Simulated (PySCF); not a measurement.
A PySCF script (with the pyscf-properties extension) for the NMR shieldings of `[SiH3]Oc1cnsn1`, C$_{2}$H$_{4}$N$_{2}$OSSi, on a GFN2-xTB geometry:

```python
import basis_set_exchange as bse
import numpy as np
from pyscf import gto, dft
from pyscf.prop import nmr

atoms = """
Si   -1.911544   -0.516052   -0.679797
O    -0.837074    0.378040    0.201480
C     0.466687    0.208678    0.230620
C     1.373021    0.989330    0.999373
N     2.615941    0.611981    0.846489
S     2.672774   -0.638007   -0.186582
N     1.076713   -0.726276   -0.469420
H    -1.845510   -1.913078   -0.262079
H    -3.112592    0.184797   -0.250618
H    -1.610188   -0.383322   -2.101781
H     1.117197    1.806581    1.646351
"""
names = dict.fromkeys(["Si", "O", "C", "N", "S", "H"], "pcSseg-1")
basis = {el: gto.basis.parse(bse.get_basis(n, elements=[el], fmt="nwchem")) for el, n in names.items()}
mol = gto.M(atom=atoms, basis=basis, charge=0, verbose=0)
mf = dft.RKS(mol, xc="PBE0")
mf.grids.level = 2
mf.grids.alignment = dft.numint.BLKSIZE   # the property module wants whole blocks of grid points
mf.conv_tol = 1e-9
mf.kernel()

calc = nmr.RKS(mf)   # GIAO
C = mf.mo_coeff
Co = C[:, mf.mo_occ > 0]
resp = mf.gen_response(singlet=True, hermi=2)
def vind(x):   # induced exchange potential for any number of trial vectors
    d = np.einsum("pi,xij,qj->xpq", C, 2 * x.reshape(-1, C.shape[1], Co.shape[1]), Co, optimize=True)
    return np.einsum("xpq,pi,qj->xij", resp(d - d.transpose(0, 2, 1)), C, Co, optimize=True).ravel()
mo1, _ = nmr.rhf.solve_mo1(calc, with_cphf=vind)
sigma = calc.kernel(mo1)
for i, s in enumerate(sigma):   # ppm
    print("%2d %-2s %9.2f" % (i, mol.atom_pure_symbol(i), np.trace(s) / 3))
```

Problem. What are the results?

Solution. 
```
 0 Si    385.14
 1 O     239.48
 2 C      17.44
 3 C      43.94
 4 N    -141.74
 5 S      35.21
 6 N     -63.17
 7 H      26.45
 8 H      26.73
 9 H      26.45
10 H      23.62
```

These numbers come from an equivalent density-fitted implementation of the same equations, which agrees with the script to about 0.01 ppm for H and up to a few tenths of a ppm for heavy atoms, so last digits may differ.

Problem. Turn these shieldings into chemical shifts. Chemical shifts δ = σref − σ; 29Si (σ = 349.16 ppm), 13C (σ = 186.93 ppm), 1H (σ = 31.72 ppm) vs TMS; 17O (σ = 336.08 ppm) against H2O; 15N (σ = 267.73 ppm) against NH3; CS2 for 33S (σ = 503.73 ppm), all at this level.

Solution. Averaging equivalent atoms: Si 0: -36.0; O 1: 96.6; C 2: 169.5; C 3: 143.0; N 4: 409.5; N 6: 330.9; S 5: 469; H 10: 8.10; H 7/8/9: 5.18 ppm. Experimental scales use liquid or dissolved standards, which lie at an offset from isolated NH3 (liquid NH3: subtract about 20 ppm) and H2O (liquid H2O: subtract about 36 ppm). Unscaled 15N shifts of sp2 nitrogen come out 20 to 40 ppm too high even then.

Size and cost of the density-fitted run: 153 basis functions, 17 s wall time on 1 thread of an Arm Neoverse V2, shared host; peak memory 0.72 GiB.
